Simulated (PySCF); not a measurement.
Computed beside measured shifts: (E)-(2,3-Dimethyl-6-(3-methylstyryl)phenyl)dimethylphosphine oxide (C19H23OP)

System: (E)-(2,3-Dimethyl-6-(3-methylstyryl)phenyl)dimethylphosphine oxide (C19H23OP), SMILES Cc1cccc(/C=C/c2ccc(C)c(C)c2P(C)(C)=O)c1.

Atom-mapped SMILES (hydrogens are numbered by the atom that bears them): [CH3:1][c:2]1[cH:3][cH:4][cH:5][c:6](/[CH:7]=[CH:8]/[c:9]2[cH:10][cH:11][c:12]([CH3:13])[c:14]([CH3:15])[c:16]2[P:17]([CH3:18])([CH3:19])=[O:20])[cH:21]1

Method: GIAO PBE0/pcSseg-2, gas phase, PySCF SCF with an in-house response code, fitting set def2-universal-JFIT up to Ne and JKFIT beyond, grid level 2, non-relativistic, on the PBE0-D3(BJ)/def2-SVP geometry.

One optimised conformer. Values are averaged over the atoms that symmetry or fast rotation interchanges, on this one geometry and without vibrational averaging. Shifts are the reference shielding less the shielding here, at the same level (13C, 1H against isolated TMS; 17O against isolated H2O; 31P against isolated H3PO4); nuclei without a reference have shieldings only.

(1) What shifts does this level give for P17, and how do they compare with measurement?

Answers

(1) 
```tsv
atom	nucleus	computed / ppm	measured / ppm	computed less measured	measured against	medium of the measurement
P17	31P	16.2	38.34	-22.1	85 % H3PO4	CDCl3
```

Computed 19F and 31P shifts carry an offset from the reference molecule (CFCl3 is hard for DFT, lone H3PO4 or PH3 isn't the 85 % acid), so differences between compounds are more accurate than the values.

Measured values: supporting information or article, doi 10.1039/c3ra43764g.
